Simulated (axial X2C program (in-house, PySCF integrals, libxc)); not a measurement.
Density and ELF of TiB⁻

Computed with an axial X2C code built on PySCF integrals. Two-component (2c) means X2C with spin–orbit coupling and atomic mean-field two-electron Coulomb and Gaunt terms. Basis: Ti dyall-acv3z [11s11p7d4f2g], B dyall-av3z [8s7p3d2f] (cores contracted in-house); Gaussian nuclei, density fitting, unrestricted open shells. Masses: Ti 47.948 u, B 11.009 u.

PBE0, 2c, state Ω = 2 (⟨Sz⟩ = 0.00, ⟨Lz⟩ = 2.00 at PBE0); Ti at z = 0, B at z = 2.172 Å.

The maps cover the half plane through the axis: z from -2.4 to 4.5 Å along the bond, ρ from 0.15 to 2.25 Å away from it (steps of 0.3 Å, the bottom row nearest the axis).

log10 of the density in e/bohr³:

digits 0 to 9 span -4.01 to 1.40 evenly
```
111222222222222211111000
112222222222222222211100
122223333333333332222110
222233333333333333322211
222333444444444444332211
223334556554445554433221
223344677765555555443221
233345679765555865543321
```

Electron localisation function (collinear form, no current term, damped to 0 at low density):

digits 0 to 9 span 0.00 to 1.00 evenly
```
467777655433222222210000
788887655443344454432100
888876443334456676654210
998753222223577888876421
998620012112688888888642
998510157511688889998763
998412578752684018999864
998425828284670943999874
```

Axial spin density in 10⁻³ e/bohr³:

digits 0 to 9 span -12.15 to 12.15 evenly, values beyond are clipped
```
555554444455555555555554
555554444455555555555444
555554433455666665554444
555554322356778876544444
555555300157899996444444
555555500077799995334444
555542360051269990013444
555520000000000900002344
```

Density functionals use the spin component along the axis (collinear). The functionals have no current-density term, which raises determinants with orbital currents, atoms included. The state is one determinant with fixed occupations, lowest in a PBE0 search at one distance only: followed along the bond, the 2c determinant Ω = 2 reaches 0.14 eV lower at PBE0, at Re = 1.950 Å, so the state shown is not the lowest. With several unpaired electrons one determinant need not be a pure state. The highest occupied level of some functionals is positive through self-interaction error; at Hartree–Fock it is bound. The determinant is spin-polarised beyond a pure state at some levels (its spin-free form has ⟨S²⟩ too high), which makes Re and μ there less reliable. The lowest spin-free determinant has another configuration (M_S = 1, Λ = 1), so the order of states is uncertain and this need not be the ground state.
